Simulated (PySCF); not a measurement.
2-tert-butylfuran, C₈H₁₂O.
Bonds: C1–C2, C2–C3, C2–C4, C2–C5, C5–C6 (aromatic), C6–C7 (aromatic), C7–C8 (aromatic), C8–O9 (aromatic), C5–O9 (aromatic). Hydrogens: H10, H11, H12 on C1; H13, H14, H15 on C3; H16, H17, H18 on C4; H19 on C6; H20 on C7; H21 on C8.

Method: PBE0-D3(BJ)/def2-SVP geometry optimisation, gas phase (PySCF).

Task: List the bond lengths, angles and torsions at this level.

Result: 
```tsv
bond	length (pm)	order
C1–C2, C2–C3, C2–C4	153.3	single
C2–C5	150.1	single
C5–C6	136.7	aromatic
C6–C7	143.2	aromatic
C7–C8	136.1	aromatic
C8–O9	135.1	aromatic
C5–O9	135.5	aromatic
C1–H10 and 8 like bonds	110.1	single
C6–H19	108.7	single
C7–H20	108.8	single
C8–H21	108.7	single
```

Bonds in one row agree within 1 pm and their mean is given. Orders are formal, as drawn. A selection of angles:
```tsv
angle	degrees
C1–C2–C3	109.8
C1–C2–C5	109.1
C2–C5–C6	134.1
C2–C5–O9	116.6
C6–C5–O9	109.3
C5–C6–C7	106.5
C6–C7–C8	105.9
C7–C8–O9	110.2
C5–O9–C8	108.2
```

Torsions: C1–C2–C5–C6 -120° (anticlinal).

The C–C distances run from 1.361 Å (C7–C8, aromatic) to 1.535 Å (C1–C2, drawn single), a spread of 0.174 Å. The 5-membered ring C5–C6–C7–C8–O9 has internal angles of 105.9° to 110.2°; it is planar, 0.00 Å rms from its mean plane, widest ring torsion 0°. Of the pairs four or more bonds apart, O9···H18 is among the closest relative to their van der Waals radii: 2.64 Å, 97 % of the sum of Bondi's values.

Point group: Cs (every atom within 0.08 Å of its image). No PBE0-D3(BJ)/def2-SVP frequencies stand behind this structure, so it isn't proved a minimum.
